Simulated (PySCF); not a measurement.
A TDDFT job was run through a driver script with this input:

```
{"job": {"kind": "uv", "xc": "CAM-B3LYP", "basis": "def2-SVPD", "nstates": 8, "ntriplets": 3}, "charge": 0, "multiplicity": 1}
C      3.103096     0.740285     0.379429
C      2.288939    -0.088661     0.714385
B      1.240676    -1.082747     1.077499
Si    -0.563570    -0.857306     0.308212
B     -0.491186    -1.342288    -1.607050
Br     0.342990    -0.202697    -2.831510
C     -1.056552     0.973696     0.429281
C     -2.125415     1.432453     1.058448
H      3.824501     1.452558     0.098480
H      1.530319    -1.993518     1.755389
H     -1.633100    -1.602844     1.014707
H     -0.886401    -2.356881    -2.048406
H     -0.396500     1.683881    -0.057355
H     -2.369900     2.483393     1.106242
H     -2.812312     0.768665     1.558715
```

Output (SCF cycles cut):

```
converged SCF energy = -3069.3417431138

Static polarisability (au): isotropic 123.146, principal 112.142 116.125 141.173

Singlet excitations
state   eV       nm        f      main configurations
  1   3.1496    393.7   0.00970   H->L 0.76
  2   3.7501    330.6   0.01160   H-1->L 0.45, H->L+1 0.34
  3   4.6233    268.2   0.00641   H-2->L 0.57, H->L 0.09, H->L+1 0.08
  4   4.7780    259.5   0.00415   H->L+1 0.44, H-1->L 0.41
  5   5.2465    236.3   0.06722   H-4->L 0.70
  6   5.2629    235.6   0.04939   H-3->L 0.58, H-2->L 0.12
  7   5.4577    227.2   0.01068   H-5->L 0.40, H-3->L 0.22, H-7->L 0.16
  8   5.7171    216.9   0.11552   H-1->L+1 0.76, H-2->L 0.09

Triplet excitations (Tamm-Dancoff, eV): 2.6285 3.2588 3.8475
```

Computed with TDDFT CAM-B3LYP/def2-SVPD, vertical, gas phase, core orbitals frozen in the response (PySCF). The structure is a single GFN2-xTB conformer in the gas phase; no vibrational or solvent corrections. The CAM-B3LYP/def2-SVPD calculation is non-relativistic and has no spin–orbit coupling, an omission that weighs most on bromine.

(1) What is the total energy of state 5 at this geometry?

(2) How much of the mean polarisability do the listed states account for?

(3) Give the energy of state 5 in hartree, cm⁻¹ and kJ/mol.

(4) What transition dipole goes with state 8?

(5) What is the gap between the lowest singlet and the lowest triplet?

(6) Which species is it?

## Answers

(1) -3069.34174 + 0.19281 = -3069.14893 hartree.

(2) The sum over states Σ f/ΔE² (ΔE in hartree) gives 7.70 au, 6% of the total; the rest comes from higher roots of the same response equations.

(3) 0.19281 hartree, 42316 cm⁻¹, 506.2 kJ/mol.

(4) |μ|² = 3f / (2ΔE) = 3 × 0.1155 / (2 × 0.2101) = 0.825 au, so |μ| = 2.31 D.

(5) 3.1496 − 2.6285 = 0.5211 eV (full response against Tamm–Dancoff).

(6) `C#CB[Si@H](BBr)C=C` (C4H7B2BrSi), point group C1.

H and L stand for HOMO and LUMO.

The run took 96 s on one thread of an Arm Neoverse V1, no GPU, shared host with 64 logical CPUs at a one-minute load of 52, and the process peaked at 1.2 GiB of memory.

Shape of the structure used: `[CH:1]#[C:2][BH:3][Si@H:4]([BH:5][Br:6])[CH:7]=[CH2:8]`: C2–B3–Si4–B5 73°, B3–Si4–B5–Br6 -73°, B3–Si4–C7–C8 -122°.
